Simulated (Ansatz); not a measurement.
`[SiH3]BO[SiH3]` + `[OH][GaH2]` → `[SiH3][O][GaH2]` + `OB[SiH3]` at 500 K and 1 bar (ligand exchange at the Si–O bond).

Calculated with Ansatz (gas phase, PBE0-D4/def2-TZVP geometries, no zero-point term in ΔE). CBS: MP2 limit from def2 TZ/QZ plus the TZ coupled-cluster correction, frozen cores. For Ga outer-core shells are correlated without core-valence functions, which leaves a few kJ/mol of doubt a bond. Scalar relativity is left out up to krypton. One conformer a species, not always the lowest.

```json
{"species": "`[SiH3]BO[SiH3]`", "CCSD(T)/CBS energy (Eh)": "-682.38605", "H − E (kJ/mol)": "225.2", "S (J/(mol·K))": "428.8"}
{"species": "`[OH][GaH2]`", "CCSD(T)/CBS energy (Eh)": "-2000.92981", "H − E (kJ/mol)": "96.0", "S (J/(mol·K))": "296.8"}
{"species": "`[SiH3][O][GaH2]`", "CCSD(T)/CBS energy (Eh)": "-2291.24790", "H − E (kJ/mol)": "151.4", "S (J/(mol·K))": "384.6"}
{"species": "`OB[SiH3]`", "CCSD(T)/CBS energy (Eh)": "-392.07510", "H − E (kJ/mol)": "171.3", "S (J/(mol·K))": "344.4"}
```

H − E and S are ideal-gas, rigid-rotor, harmonic terms from PBE0-D4/def2-TZVP, for one conformer and one mirror image of each species. 1 Eh = 2625.50 kJ/mol, R = 8.31446 J/(mol·K).

Problem. By hand: ΔE, ΔH, ΔS and ΔG.

Solution. ΔE = (-2291.24790) + (-392.07510) − (-682.38605) − (-2000.92981) = -0.00714 Eh = -18.7 kJ/mol. Δ(H − E) = 151.4 + 171.3 − 225.2 − 96.0 = 1.5, so ΔH = -17.2 kJ/mol. ΔS = 384.6 + 344.4 − 428.8 − 296.8 = 3.4 J/(mol·K). ΔG = -17.2 − 500 × (3.4)/1000 = -18.9 kJ/mol.

Problem. By hand: the equilibrium constant, and the temperature at which ΔG would vanish if ΔH and ΔS stayed fixed.

Solution. log₁₀ K = −ΔG/(RT ln 10) = 2.0. ΔH and −TΔS have one sign here, so there is no such temperature. One of them is within its doubt of zero, so this could turn.

The number of gas molecules stays the same, so ΔS is small and ΔH decides. A doubt of 5 kJ/mol in ΔE shifts log₁₀ K by 0.5 here. Other conformers and mirror images would add mixing entropy, several J/(mol·K) or more a flexible species. Modes under 60 cm⁻¹, often nearly free rotors, make the harmonic entropy too high. These are equilibria of isolated gas molecules and say nothing of rates. Largest T1 diagnostic: 0.015 (customary marks: 0.02 for closed shells, 0.045 for open ones).
